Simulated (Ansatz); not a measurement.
[InFH3]- (InH3F⁻), relaxed as a singlet with RKS B3LYP-D4/def2-TZVPD in Ansatz, starting from the GFN2-xTB geometry. Force threshold 0.02 eV/Å.

In the def2 sets In takes a core potential; there is no spin–orbit coupling.

Start:

```xyz
5

In   -0.047   -0.126    0.005
F     0.673    1.759   -0.033
H    -0.675   -0.339    1.576
H     1.291   -1.125   -0.336
H    -1.241   -0.170   -1.213
```

Estimate the energy that the relaxation releases and the steps that it takes.

11.2 kJ/mol, in 5 steps; 3.4 s on 4 threads of Arm Neoverse V2 on a shared host. No frequencies were taken in this run, so the end may be a saddle point.

Does the start keep its bonding and symmetry?

By distances, no bond broke or formed. The bond that changes most is In1–H4, from 1.70 to 1.78 Å (atoms count from 1). Point group C3v at the start, C3v at the end, both within 0.05 Å.

Predict the relaxed structure.


Cartesian coordinates in Å:
```
In -0.051 -0.134 0.002
F 0.689 1.799 -0.032
H -0.699 -0.340 1.647
H 1.358 -1.162 -0.349
H -1.296 -0.163 -1.269
```
Bond lengths: 1 × F–In 2.07 Å; 3 × H–In 1.78 Å.
